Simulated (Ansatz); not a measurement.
**A small benchmark: atomisation enthalpy at 298 K**

6 molecules; the atomisation enthalpy at 298 K in kJ/mol, computed less measured. Shapes, held fixed at every level: PBE0-D4/def2-TZVP. Flexible molecules stand in one conformer, not always the lowest. Thermal terms are harmonic and unscaled (PBE0-D4/def2-TZVP); the spin-orbit lowering of the free atoms is taken from their spectra. Programs: Ansatz 0.2.0. Measured values: Active Thermochemical Tables, CRC Handbook of Chemistry and Physics, NIST-JANAF tables.

Levels: A = PBE-D4/def2-TZVPP; B = B2PLYP/def2-TZVPP; C = CCSD(T)/def2-SVP; D = CCSD(T)/def2-TZVPP.

| molecule | from tabulated heats | A | B | C | D |
| --- | --- | --- | --- | --- | --- |
| HBS (hydrogen boron sulfide) | 1015 | +32 | 0 | -47 | -29 |
| BBr2Cl (dibromo(chloro)borane) | 1187 | +61 | -22 | -65 | -39 |
| C2H4Cl2 (1,1-dichloroethane) | 2676 | +75 | -37 | -148 | -71 |
| C4H9Cl (1-chlorobutane) | 5105 | +89 | -61 | -217 | -121 |
| C4H10S (2-methyl-2-propanethiol) | 5434 | +85 | -71 | -237 | -128 |
| C5H8O2 (delta-valerolactone) | 6206 | +203 | -68 | -268 | -168 |

Sum up the errors.


```csv
level,kind,mean error,mean absolute error,worst case
PBE-D4/def2-TZVPP,GGA,+90.8,90.8,C5H8O2
B2PLYP/def2-TZVPP,double hybrid,-43.2,43.2,C4H10S
CCSD(T)/def2-SVP,coupled cluster or CI,-163.7,163.7,C5H8O2
CCSD(T)/def2-TZVPP,coupled cluster or CI,-92.7,92.7,C5H8O2
```

On this set B2PLYP/def2-TZVPP has the smallest mean absolute error and CCSD(T)/def2-SVP the largest. PBE-D4/def2-TZVPP is too high in 6 of 6; B2PLYP/def2-TZVPP is too low in 5 of 6; CCSD(T)/def2-SVP is too low in 6 of 6; CCSD(T)/def2-TZVPP is too low in 6 of 6. The heats of C4H9Cl (1-chlorobutane) come from older tables and can be uncertain by 10 kJ/mol or more. Heats of the atoms come from ATcT where it has them, that of boron, 570 kJ/mol, from recent work. The levels differ in basis as well as in method. The tabulated values of HBS, BBr2Cl are in doubt (older tables, estimates, or at odds with other calculations) and kept here. Over the 4 molecules whose values aren't doubted the mean absolute errors are A 113.0; B 59.2; C 217.5; D 122.0. For PBE-D4/def2-TZVPP and B2PLYP/def2-TZVPP and CCSD(T)/def2-SVP and CCSD(T)/def2-TZVPP the error tends to grow with the atomisation enthalpy. Correlated wave functions converge slowly with the basis. Relativity is left out for Br. Outer-core shells of Br are correlated, in sets that cover them unevenly. The set is small.
